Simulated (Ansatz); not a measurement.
Consider the redistribution: `C[Si](N)(N)Cl` + `O[SiH](O)O[SiH](O)F` → `N[Si](N)(O)Cl` + `C[Si@H](O)O[Si@@H](O)F`.

Calculated with Ansatz (gas phase, PBE0-D4/def2-TZVP geometries, no zero-point term in ΔE). CBS: MP2 limit from def2 TZ/QZ plus the TZ coupled-cluster correction, frozen cores. DFT in def2-TZVPP. B3LYP here is the variant with VWN-RPA as its local correlation; programs differ in this. Each species was taken in one conformer, which may not be the lowest.

| level | ΔE (kcal/mol) | difference from CCSD(T)/CBS |
| --- | --- | --- |
| PBE-D4 | -0.9 | -0.7 |
| PBE0-D4 | -0.8 | -0.6 |
| B3LYP-D4 | -0.5 | -0.3 |
| ωB97M-V | -0.8 | -0.6 |
| B2PLYP | -0.2 | 0.0 |
| PBE | -0.7 | -0.5 |
| B3LYP | -0.2 | 0.0 |
| MP2/def2-TZVPP | -0.2 | 0.0 |
| SCS-MP2/def2-TZVPP | -0.1 | 0.1 |
| CCSD(T)/def2-TZVPP | -0.4 | -0.2 |
| HF/def2-QZVPP | 0.7 | 0.9 |
| MP2/def2-QZVPP | -0.1 | 0.1 |
| SCS-MP2/def2-QZVPP | 0.0 | 0.2 |
| HF/CBS(def2) | 0.7 | 0.9 |
| MP2/CBS(def2) | -0.1 | 0.1 |
| CCSD/CBS(def2) | -0.1 | 0.1 |
| CCSD(T)/CBS | -0.2 | 0 |

Largest T1 diagnostic among the species: 0.012.

In def2-TZVPP, CCSD(T) changes the Hartree–Fock value by −0.9 kcal/mol (the triples alone add −0.2 kcal/mol) and MP2 by −0.8 kcal/mol.

CCSD(T)/CBS has its own doubt, a few kJ/mol and more with outer-core shells, so smaller differences from it don't rank the levels.
